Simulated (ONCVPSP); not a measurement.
**Before and after: ONCV potential for Cr**

Cr, optimised norm-conserving Vanderbilt (ONCV), made with ONCVPSP 4.0.1 (Wu-Cohen, scalar-relativistic). Core [Ne], reference 3s2 3p6 3d5 4s1. Waves: 3s+4s: rc 1.45 bohr, ncon 4, nbas 8, qcut 9.9 1/bohr, 2 projectors; 3p: rc 1.45 bohr, ncon 4, nbas 9, qcut 9.6 1/bohr, 2 projectors, debl 1.4 Ha; 3d: rc 2.10 bohr, ncon 5, nbas 9, qcut 8.4 1/bohr, 2 projectors, debl 1.1 Ha. Local part: polynomial inside 1.40 bohr (lpopt 4, dvloc0 0 Ha). Core correction: Teter function, fcfact 3.25, rcfact 1.75.

In the p channel the program set the typed energies aside and used -1.667, 0.250 Ha.

Change: reference 3s2 3p6 3d5 4s0.5. In the p channel the program set the typed energies aside and used -1.788, 0.250 Ha.

Cutoffs: the cutoffs (Ha) at which the residual kinetic energy of the hardest occupied pseudo-wave falls to 1 and 0.1 mHa per electron; they do not see the model core or the augmentation charge, which bear on the density cutoff. Errors are all-electron minus pseudo energies relative to the spin-unpolarised reference configuration.

Task: What does the change do?

Result: The potential gets neither clearly harder nor softer (29 Ha and 35 Ha → 29 Ha and 35 Ha); the number of tests with a reliable result goes from 3 to 4; neither file shows a bound ghost.

```csv
quantity,base,changed
"cutoff, loose",29 Ha,29 Ha
"cutoff, tight",35 Ha,35 Ha
loose cutoff by channel,"s 29 Ha, p 27 Ha, d 26 Ha","s 29 Ha, p 27 Ha, d 26 Ha"
bound ghosts,none,none
GHOST(+) flags under 300 eV,none,none
tests with a reliable result,3 of 4,4 of 4
s: phases at 1.47 bohr within 0.05 rad from the reference energy up to (Ha; the scan ends near 5),to the end of the scan,to the end of the scan
p: phases at 1.47 bohr within 0.05 rad from the reference energy up to (Ha; the scan ends near 5),to the end of the scan,to the end of the scan
d: phases at 2.13 bohr within 0.05 rad from the reference energy up to (Ha; the scan ends near 5),to the end of the scan,5.0
"rms error of d²Exc/dni dnj with the model core, mHa",2.14,2.15
```
